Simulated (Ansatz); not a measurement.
This geometry of C₂H₉GaSi₂ (14 atoms, charge 0, multiplicity 1) is a first-order saddle point.

Method: Ansatz 0.2.0, RKS revPBE-D4/def2-SVP.

```xyz
14
Properties=species:S:1:pos:R:3
C -0.814 1.195 1.179
C 0.238 1.501 0.100
Si 0.855 -0.016 -0.914
Si -0.131 -2.081 -0.338
Ga 0.608 -4.025 -1.916
H -1.114 2.114 1.725
H -0.432 0.470 1.927
H -1.731 0.751 0.740
H 1.134 1.973 0.557
H -0.160 2.241 -0.627
H 2.353 -0.162 -0.764
H -1.637 -1.879 -0.371
H 0.207 -2.340 1.121
H 0.614 0.227 -2.390
```

Q: Which two structures does it join? (They come from a converged band through this point; their orientation in space is the band's.)

A: No bond is made or broken. The dihedral H9–C2–Si3–H14 goes from -175 to -56°. The two ends are copies of one structure, up to a mirror image or an exchange of like atoms.

Initial state:

```xyz
14
Properties=species:S:1:pos:R:3
C -1.086 1.402 0.855
C 0.362 1.357 0.340
Si 0.679 -0.017 -0.953
Si 0.222 -2.193 -0.160
Ga 0.760 -4.073 -1.894
H -1.226 2.200 1.614
H -1.378 0.439 1.325
H -1.804 1.596 0.032
H 1.073 1.190 1.179
H 0.649 2.327 -0.122
H 2.120 0.046 -1.409
H -1.235 -2.199 0.274
H 1.024 -2.345 1.123
H -0.174 0.240 -2.176
```

Final state:

```xyz
14
Properties=species:S:1:pos:R:3
C -0.434 1.328 1.393
C -0.197 1.428 -0.122
Si 0.796 -0.036 -0.849
Si -0.204 -2.147 -0.511
Ga 1.157 -4.111 -1.569
H -1.011 2.196 1.776
H 0.524 1.293 1.954
H -0.999 0.409 1.654
H 0.350 2.362 -0.377
H -1.165 1.476 -0.669
H 2.177 -0.054 -0.230
H -1.611 -2.044 -1.078
H -0.385 -2.309 0.990
H 0.992 0.180 -2.333
```

Q: How far does it lie above each of them?

A: 1.7 kcal/mol above the first and 1.7 kcal/mol above the second. This is the barrier of this one path; another mechanism may lie lower.

The run took 5.1 min on 2 threads of Intel(R) Xeon(R) Platinum 8488C (Sapphire Rapids) (shared host), peak memory 0.24 GiB.
